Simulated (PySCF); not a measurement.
## Cu⁺ (copper, charge +1) across methods

[Ar] 3d10, closed-shell 1S. All numbers are calculated (PySCF 2.14, scalar relativity through the core potential, in aug-cc-pVDZ-PP with ECP10MDF (5s5p4d2f, 54 functions)).

```tsv
method	E (hartree)	mean ε 3s (eV)	mean ε 3p (eV)	mean ε 3d (eV)	Σ⟨r²⟩ (bohr²)	⟨S²⟩
PBE0	-196.9316	-130.69	-86.262	-15.850	18.92	0.000
UHF	-195.92275	-150.72	-101.91	-21.856	18.17	0.000
LC-wPBE	-197.0240	-129.53	-86.512	-18.614	19.10	0.000
wB97M-V	-196.8345	-134.05	-89.410	-18.488	19.13	0.000
LDA	-196.6193	-123.88	-80.985	-14.031	19.41	0.000
BLYP	-196.9597	-123.98	-80.982	-13.729	19.47	0.000
r2SCAN	-196.8749	-128.44	-83.919	-13.620	19.11	0.000
revPBE	-197.0400	-123.72	-80.755	-13.524	19.32	0.000
```

(1) Estimate the same row for PBE.

Energies and moments cover only the electrons outside the core potential.

Answers

(1) E (hartree) = -196.9853; mean ε 3s (eV) = -123.83; mean ε 3p (eV) = -80.861; mean ε 3d (eV) = -13.661; Σ⟨r²⟩ (bohr²) = 19.35; ⟨S²⟩ = 0.000.
